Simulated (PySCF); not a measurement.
Predicted microwave data (PySCF 2.14.0, PBE0-D3(BJ)/def2-SVP geometry optimisation, gas phase) for one isomer of C5H5F3O:

* Rotational constants: A = 3716, B = 1002, C = 936.9 MHz
* Dipole components: |μa| = 0.66 D, |μb| = 0.00 D, |μc| = 1.06 D
* Inertial defect: -101.15 u·Å²
* κ: -0.95

**Question.** Which structure is it? (One computed conformer of each.)
A. `[CH2:1]=[CH:2][CH2:3][C:4](=[O:5])[C:6]([F:7])([F:8])[F:9]` with C1–C2–C3–C4 129°, C2–C3–C4–O5 8°
B. `[CH:1]#[C:2][C@@H:3]([CH2:4][OH:5])[C:6]([F:7])([F:8])[F:9]` with C2–C3–C4–O5 -59°, C3–C4–O5–H 63°
C. `[CH2:1]=[CH:2][O:3]/[CH:4]=[C:5](\[F:6])[CH:7]([F:8])[F:9]` with C1–C2–O3–C4 180°, C2–O3–C4–C5 180°, C4–C5–C7–F8 110°
D. `[O:1]=[C:2]1[CH2:3][CH:4]([C:5]([F:6])([F:7])[F:8])[CH2:9]1` with O1–C2–C3–C4 165°, C2–C3–C4–C5 131°, C3–C4–C9–C2 -11°, O1–C2–C9–C4 -165°

**Answer.** D. It is O=C1CC(C(F)(F)F)C1, a near-prolate asymmetric top, point group Cs. The candidates at the same level (rigid rotor, commonest isotopes):

```
               SMILES  A (MHz)  B (MHz)  C (MHz)  μa (D)  μb (D)  μc (D)  Δ (u·Å²)  point group                        rotor
    C=CO/C=C(\F)C(F)F     3675    741.7    651.4    1.17    1.50    0.90    -43.03           C1  near-prolate asymmetric top
   O=C1CC(C(F)(F)F)C1     3716     1002    936.9    0.66    0.00    1.06   -101.15           Cs  near-prolate asymmetric top
    C=CCC(=O)C(F)(F)F     3272    928.6    853.2    1.54    1.71    0.57   -106.40           C1  near-prolate asymmetric top
C#C[C@@H](CO)C(F)(F)F     2182     1336    990.6    1.36    1.03    0.24    -99.83           C1               asymmetric top
```

`C=CO/C=C(\F)C(F)F` has C 30 % too low; `C=CCC(=O)C(F)(F)F` has A 12 % too low; `C#C[C@@H](CO)C(F)(F)F` has A 41 % too low. In the right answer the mirror of this Cs structure is the ac plane, so μb vanishes by symmetry (the 0.01 D computed is a residue). No structure here is proved a minimum.
